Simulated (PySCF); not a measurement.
Isomers of C7H9FGe, from PySCF 2.14.0, PBE0-D3(BJ)/def2-SVP geometry optimisation, gas phase. One conformer each, no zero-point energy, no frequencies.

Question: Which is lower in electronic energy at this level?
A. `[CH2:1]=[C:2]([CH3:3])[C:4]1=[C:5]([F:6])[CH:7]=[CH:8][GeH2:9]1` with C1–C2–C4–C5 -179°: A = 1634, B = 1058, C = 650.0 MHz, dipole 0.88 D
B. `[CH2:1]=[CH:2][C:3]1=[CH:4][C:5]([F:6])=[CH:7][Ge@H:8]1[CH3:9]` with C1–C2–C3–C4 178°: A = 1625, B = 1007, C = 676.6 MHz, dipole 1.83 D

Answer: B. That is `C=C[C]1=CC(F)=[CH][Ge@H]1[CH3]`, 5.1 kcal/mol below the other.

```tsv
SMILES	mapped SMILES	E (Eh)	relative (kcal/mol)	relative (kJ/mol)	dipole (D)
C=C[C]1=CC(F)=[CH][Ge@H]1[CH3]	[CH2:1]=[CH:2][C:3]1=[CH:4][C:5]([F:6])=[CH:7][Ge@H:8]1[CH3:9]	-2447.75426	0.0	0.0	1.83
C=C(C)[C]1=C(F)C=[CH][GeH2]1	[CH2:1]=[C:2]([CH3:3])[C:4]1=[C:5]([F:6])[CH:7]=[CH:8][GeH2:9]1	-2447.74610	5.1	21.4	0.88
```
